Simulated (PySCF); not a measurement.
**Excitation energy of Re by level of theory**

Re [Xe] 4f14 5d5 6s2 (6S) → Re [Xe] 4f14 5d4 6s2 7s1 (6D), as a difference of total energies. All numbers are calculated (PySCF 2.14, scalar relativity through the core potential, in aug-cc-pVTZ-PP with ECP60MDF (6s6p5d3f2g, 88 functions)). The calculations carry no spin-orbit coupling.

```tsv
method	excitation energy (eV)
PBE	8.499
revPBE	8.445
TPSS	8.423
```

The upper state lies above the first ionisation limit, where it may autoionise and the basis confines it. A Rydberg-like electron needs more diffuse functions than a valence basis has.

The promoted electron is Rydberg-like, and one or two diffuse shells describe it only roughly, which tends to raise the upper state.

The Hartree-Fock determinant of the upper state isn't an eigenfunction of L²: it has lost the atom's symmetry, so its energy isn't that of a pure term.
